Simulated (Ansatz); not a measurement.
Isolated molecules relaxed with PBE0-D4/def2-TZVP in Ansatz; ΔE leaves out vibrations. CBS: MP2 limit from def2 TZ/QZ plus the TZ coupled-cluster correction, frozen cores. This one scheme is used for every species. DFT in def2-TZVPP. For Br outer-core shells are correlated without core-valence functions, which leaves a few kJ/mol of doubt a bond. Scalar relativity is left out up to krypton. Each species was taken in one conformer, which may not be the lowest.

Reaction (ligand exchange at the Al–O bond): `[OH][Al]([Br])[Br]` + NH₃ → `[NH2][Al]([Br])[Br]` + H₂O

**Question.** Is it downhill or uphill in electronic energy at CCSD(T)/CBS, and by how much? (Best estimate.)

**Answer.** The calculation gave: Uphill: ΔE = +8.8 kcal/mol.

**Question.** What do these levels give: ωB97M-V, revPBE, BLYP, MP2/def2-SVP, CCSD/def2-TZVPP, HF/def2-QZVPP? (Best estimate.)

**Answer.** Ansatz gave: ωB97M-V 9.2, revPBE 9.5, BLYP 10.4, MP2/def2-SVP 9.8, CCSD/def2-TZVPP 9.2, HF/def2-QZVPP 10.0 kcal/mol.

Largest T1 diagnostic among the species: 0.008.

At CCSD(T), def2-SVP lies +0.9 kcal/mol from the extrapolated value and def2-TZVPP +0.4 kcal/mol. In def2-TZVPP, CCSD(T) changes the Hartree–Fock value by −0.8 kcal/mol (the triples alone add −0.0 kcal/mol) and MP2 by −0.8 kcal/mol.
